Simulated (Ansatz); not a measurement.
`C[SiH](N)O[SiH3]` + `N#CN` → `C[SiH](N)NC#N` + silanol  (ligand exchange at the Si–O bond)

Computed with Ansatz on PBE0-D4/def2-TZVP structures; ΔE is electronic, products minus reactants. CCSD(T)/CBS adds triple-zeta CCSD(T) − MP2 to the extrapolated MP2 energy (def2 sets, frozen cores). This one scheme is used for every species. Functionals use def2-TZVPP. B3LYP here is the variant with VWN-RPA as its local correlation; programs differ in this. Each species was taken in one conformer, which may not be the lowest.

| level | ΔE (kJ/mol) | difference from CCSD(T)/CBS |
| --- | --- | --- |
| r2SCAN-D4 | 52.1 | 0.5 |
| B3LYP-D4 | 54.4 | 2.8 |
| B2PLYP | 53.3 | 1.7 |
| PBE | 46.8 | -4.8 |
| HF/def2-TZVPP | 62.9 | 11.3 |
| MP2/def2-TZVPP | 49.6 | -2.0 |
| CCSD(T)/def2-TZVPP | 52.3 | 0.7 |
| HF/def2-QZVPP | 63.7 | 12.1 |
| MP2/def2-QZVPP | 49.4 | -2.2 |
| CCSD/CBS(def2) | 53.4 | 1.8 |
| CCSD(T)/CBS | 51.6 | 0 |

Largest T1 diagnostic among the species: 0.014.

In def2-TZVPP, CCSD(T) changes the Hartree–Fock value by −10.6 kJ/mol (the triples alone add −1.8 kJ/mol) and MP2 by −13.3 kJ/mol.
